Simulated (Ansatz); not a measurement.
A nudged elastic band was laid between two geometries of Cl₃FH₅O₂SiTa (13 atoms, charge 0, multiplicity 1).

The calculation used Ansatz, RKS PBE/def2-SVP.

* movable images: 9
* climbing image: yes
* spring: 5.0 eV/Å²
* optimiser: quadratic models (default)
* start path: straight line
* force threshold: 0.03 eV/Å
* iteration limit: 60
* end points: relaxed

First end point:

```xyz
13
Properties=species:S:1:pos:R:3
Ta 0.091 -0.052 -0.176
O 1.933 0.463 0.051
H 2.391 0.576 0.905
Cl 0.069 -0.390 2.190
Cl 0.322 0.110 -2.512
F -0.820 1.578 -0.041
Cl -1.771 -1.534 -0.343
O 1.136 -2.057 -0.366
Si 0.598 -3.719 -0.424
H -0.177 -3.951 -1.677
H 1.895 -4.478 -0.453
H -0.168 -4.019 0.820
H 2.102 -1.912 -0.423
```

Last end point:

```xyz
13
Properties=species:S:1:pos:R:3
Ta -0.237 -0.389 -0.008
O 1.991 0.146 -0.382
H 2.624 -0.129 0.312
Cl 0.676 -0.356 2.186
Cl -0.140 -0.175 -2.370
F -0.427 1.503 0.108
Cl -2.471 -0.790 0.377
O 0.253 -2.237 -0.166
Si 0.653 -3.872 -0.285
H 0.951 -4.194 -1.722
H 1.873 -4.132 0.555
H -0.503 -4.692 0.208
H 2.356 -0.069 -1.263
```

(1) What changes between the two ends?

(2) Give the energies along the band, and the barrier.

(3) What is the geometry of the highest image?

The band took 21 iterations and roughly 40 core-minutes.

Answers

(1) Bonds broken: O8–H13. Bonds formed: O2–H13.

(2) The forces met the threshold. The highest image is number 3 of 0 to 10, 0.37 eV above the first end and 0.68 eV above the last; the last end lies 0.31 eV below the first. The order of the point at the top wasn't checked. The orbitals stay closed-shell, which can raise the energy where a bond breaks towards radicals; this wasn't checked here.

```json
{"image": "0", "path coordinate (Å)": "0.00", "energy (eV)": "0.00", "O8–H13 (Å)": "0.98", "O2–H13 (Å)": "2.43"}
{"image": "1", "path coordinate (Å)": "0.61", "energy (eV)": "0.01", "O8–H13 (Å)": "0.98", "O2–H13 (Å)": "2.29"}
{"image": "2", "path coordinate (Å)": "1.21", "energy (eV)": "0.08", "O8–H13 (Å)": "0.99", "O2–H13 (Å)": "1.92"}
{"image": "3", "path coordinate (Å)": "1.82", "energy (eV)": "0.37", "O8–H13 (Å)": "1.19", "O2–H13 (Å)": "1.26"}
{"image": "4", "path coordinate (Å)": "2.38", "energy (eV)": "-0.06", "O8–H13 (Å)": "1.75", "O2–H13 (Å)": "1.00"}
{"image": "5", "path coordinate (Å)": "2.94", "energy (eV)": "-0.23", "O8–H13 (Å)": "2.25", "O2–H13 (Å)": "0.98"}
{"image": "6", "path coordinate (Å)": "3.49", "energy (eV)": "-0.27", "O8–H13 (Å)": "2.68", "O2–H13 (Å)": "0.98"}
{"image": "7", "path coordinate (Å)": "4.05", "energy (eV)": "-0.30", "O8–H13 (Å)": "2.99", "O2–H13 (Å)": "0.98"}
{"image": "8", "path coordinate (Å)": "4.61", "energy (eV)": "-0.31", "O8–H13 (Å)": "3.19", "O2–H13 (Å)": "0.98"}
{"image": "9", "path coordinate (Å)": "5.17", "energy (eV)": "-0.31", "O8–H13 (Å)": "3.21", "O2–H13 (Å)": "0.98"}
{"image": "10", "path coordinate (Å)": "5.73", "energy (eV)": "-0.31", "O8–H13 (Å)": "3.21", "O2–H13 (Å)": "0.98"}
```

(3) 
```xyz
13
Properties=species:S:1:pos:R:3
Ta -0.060 -0.160 -0.129
O 2.052 -0.076 -0.131
H 2.472 0.248 0.690
Cl 0.161 -0.056 2.235
Cl 0.014 -0.061 -2.474
F -0.480 1.674 -0.105
Cl -2.074 -1.300 -0.024
O 0.917 -2.051 -0.204
Si 0.717 -3.726 -0.483
H 0.229 -3.939 -1.885
H 2.063 -4.361 -0.292
H -0.269 -4.260 0.511
H 1.860 -1.318 -0.158
```

Run time: 9.1 min on 4 threads of Arm Neoverse V2 (shared host), peak memory 0.33 GiB.
